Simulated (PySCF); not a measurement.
Diatomics of F with group 12

CCSD(T) with double-zeta basis sets in PySCF, for the lowest determinant that a PBE0 search found; no spin–orbit coupling. De refers to high-spin ground-configuration atoms.

```
 M       basis  reference, frozen orbitals  state (unpaired electrons)  Re (Å)  ωe (cm⁻¹)  De (eV)
Zn  x2c-SVPall                      UHF, 6               doublet (σ ↑)   1.785        643     2.62
Cd    def2-SVP                      UHF, 1               doublet (σ ↑)   1.981        566     2.05
Hg    def2-SVP                      UHF, 1               doublet (σ ↑)   2.047        458     0.78
```

The shortest bond is that of ZnF (1.785 Å), the longest that of HgF (2.047 Å). ZnF is bound most strongly (2.62 eV) and HgF least (0.78 eV).

The rows differ in basis set, which adds steps of its own.

Down a group the atoms grow and get heavier, so bonds lengthen and wavenumbers fall; this series shows no clear exception.

Correlated steps freeze the inner cores (1 to 6 orbitals); shallow outer-core shells are correlated. Correlated levels converge slowly with the basis: in double zeta they bind strong bonds too weakly, by up to about 1 eV, and carry superposition errors of some tenths. Spin–orbit coupling is left out, which matters for elements this heavy, above all for dissociation energies. States were picked by a PBE0 search and need not be the measured ground states.
